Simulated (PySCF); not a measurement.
Spectra and structures to be paired. Level of theory: PySCF 2.14.0, density-fitted response routines, TDDFT PBE0/def2-SVPD, vertical, gas phase, core orbitals frozen in the response. Geometries: GFN2-xTB; one conformer of each isolated species. Triplets are in the Tamm–Dancoff approximation.

A. `O=C(COC=C)C`
B. `CO[C@H](F)COC(F)F`
C. `CC1(F)CC1`
D. `C1=CC1=CC1CCC1`
E. `O=C1OC(=O)C(Cl)=C1Cl`

Lowest singlet levels (six at most, fewer where fewer were computed) with oscillator strengths:

1. 4.00 eV (f 0.000); 4.39 eV (f 0.141); 4.42 eV (f 0.000); 5.50 eV (f 0.000); 5.61 eV (f 0.000); 6.10 eV (f 0.215); T1 2.88 eV
2. 8.22 eV (f 0.016); 8.58 eV (f 0.012); 8.84 eV (f 0.010); 8.92 eV (f 0.007); 9.04 eV (f 0.017); 9.10 eV (f 0.025); T1 8.00 eV
3. 4.54 eV (f 0.000); 5.52 eV (f 0.002); 6.65 eV (f 0.040); 7.06 eV (f 0.013); 7.17 eV (f 0.008); 7.21 eV (f 0.002); T1 3.94 eV
4. 4.03 eV (f 0.010); 5.67 eV (f 0.002); 5.94 eV (f 0.000); 5.97 eV (f 0.001); 6.07 eV (f 0.022); 6.40 eV (f 0.005); T1 3.05 eV
5. 7.52 eV (f 0.021); 8.22 eV (f 0.016); 8.27 eV (f 0.010); 8.34 eV (f 0.001); 8.53 eV (f 0.000); 8.95 eV (f 0.007); T1 7.36 eV

Task: Which spectrum belongs to which structure?

Result: 1 = E, 2 = B, 3 = A, 4 = D, 5 = C.
- A: S1 at 4.54 eV, HOMO-1→LUMO (99%); S1 has the pattern of n→π* at C=O; HOMO -7.20 and LUMO -0.70 eV.
- B: S1 at 8.22 eV, HOMO→LUMO (84%), HOMO-1→LUMO (11%); Löwdin shares by element: HOMO oxygen 54%, carbon 18% or more (atoms not listed hold the other 28%); LUMO carbon 38% or more, hydrogen 18% or more (atoms not listed hold the other 43%); HOMO -8.92 and LUMO 0.57 eV.
- C: S1 at 7.52 eV, HOMO→LUMO (98%); Löwdin shares by element: HOMO carbon 63% or more, fluorine 18% (atoms not listed hold the other 19%); LUMO carbon 46% or more, hydrogen 12% or more (atoms not listed hold the other 42%); HOMO -7.92 and LUMO 0.80 eV; point group Cs, 1 of its 6 listed states under f = 0.0005.
- D: S1 at 4.03 eV, HOMO→LUMO (99%); Löwdin shares by element: HOMO carbon 79% or more (atoms not listed hold the other 21%); LUMO carbon 86% or more, hydrogen 7% or more; HOMO -5.75 and LUMO -0.58 eV; point group Cs, 1 of its 6 listed states under f = 0.0005.
- E: S1 at 4.00 eV, HOMO-1→LUMO (98%); Löwdin shares by element: HOMO chlorine 48%, carbon 40% or more; LUMO carbon 35% or more, oxygen 28% or more (atoms not listed hold the other 37%); HOMO -8.75 and LUMO -3.69 eV; point group C2v, 4 of its 6 listed states under f = 0.0005.
D and E have S1 within 0.04 eV of each other; their strongest listed levels stand at 6.07 eV (f 0.022) and 6.10 eV (f 0.215).
